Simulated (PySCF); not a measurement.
# Exercise with solution: entropy of an ideal gas

Al(H)(Cl)(vinyl) (C2H4AlCl), SMILES [AlH]([CH]=C)[Cl].

The structure is a stationary point at PBE0-D3(BJ)/def2-SVP. One conformer was computed; it need not be the lowest.

PBE0-D3(BJ)/def2-SVP (PySCF) gives the harmonic wavenumbers 114, 115, 327, 366, 506, 536, 611, 713, 994, 1019, 1057, 1266, 1417, 1657, 1977, 3123, 3146, 3220 cm⁻¹ and the rotational temperatures 0.4065, 0.1257, 0.0960 K. The molar mass is 90.49 g/mol, the symmetry number 1, the spin multiplicity 1.

Work out the entropy at 298.15 K and 1 atm in the rigid-rotor, harmonic-oscillator model.


Translation (Sackur–Tetrode at 1 atm): S = R[1.5 ln M + 2.5 ln T − 1.16487] = 164.9 J/(mol K).
Rotation: q = (√π/σ) T^1.5/√(θA θB θC) = 130000, S = R[ln q + 3/2] = 110.4 J/(mol K).
Vibration: with u = 1.4388 ν/T, each mode gives R[u/(e^u − 1) − ln(1 − e^−u)]:
| ν (cm⁻¹) | modes | u | S (J/(mol K)) |
|---|---|---|---|
| 114 | 1 | 0.55 | 13.39 |
| 115 | 1 | 0.55 | 13.32 |
| 327 | 1 | 1.58 | 5.33 |
| 366 | 1 | 1.77 | 4.59 |
| 506 | 1 | 2.44 | 2.69 |
| 536 | 1 | 2.59 | 2.40 |
| 611 | 1 | 2.95 | 1.80 |
| 713 | 1 | 3.44 | 1.22 |
| 994 | 1 | 4.80 | 0.40 |
| 1019 | 1 | 4.92 | 0.36 |
| 1057 | 1 | 5.10 | 0.31 |
| 1266 | 1 | 6.11 | 0.13 |
| 1417 | 1 | 6.84 | 0.07 |
| 1657 | 1 | 8.00 | 0.03 |
| 1977 | 1 | 9.54 | 0.01 |
The stiffer modes add less than 0.005 each. Sum 46.0 J/(mol K).
Spin: R ln 1 = 0.0 J/(mol K).
Total 321.4 J/(mol K); the program's own thermochemistry gives 321.4. Translation makes up 51 % and vibration 14 %. Anharmonicity, hindered rotation and orbital degeneracy are left out.
